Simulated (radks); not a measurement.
Spherical quantum dot in the effective-mass picture: electrons in a parabolic well V = omega^2 r^2 / 2 with omega = 1.08, all in effective atomic units (hartree* = m*/eps^2 hartree, bohr* = eps/m* bohr), one dielectric constant everywhere. Calculated with a radial shooting solver with Libxc functionals: non-relativistic Kohn-Sham, LDA (Slater exchange, Perdew-Wang correlation), spin-polarised, spherical densities. Levels are named by radial order and angular momentum (1s, 1p, 1d, 2s, ...), and open shells are averaged over m. Results are scaled to m* = 0.386 and eps = 9.3, for which hartree* = 121.4 meV and bohr* = 1.275 nm.

N = 40, configuration 1s2 1p6 1d10 2s2 1f14 2p6. This is the lowest configuration that the search found. Occupied and some empty levels:

level,occupation,eigenvalue (meV),<r> (nm)
1s,2,2131.1,2.476
1p,6,2172.8,2.988
1d,10,2223.3,3.346
2s,2,2242.8,2.798
1f,14,2281.3,3.626
2p,6,2308.5,3.143
1g,0,2345.6,3.861
2d,0,2378.9,3.445
3s,0,2392.6,3.163

Energy (meV): total 56813.5, kinetic 4816.8, external 20600, Hartree 33707, exchange-correlation -2309.8.

Electron density:

r (nm),n(r) (e/nm^3)
0.483,0.1211
1.00,0.1422
1.52,0.1458
2.04,0.1317
2.56,0.1214
3.08,0.1180
3.59,0.1007
4.11,0.06329
4.63,0.02668
5.15,0.007190
5.67,0.001229
6.18,0.0001321
6.70,9.089e-06
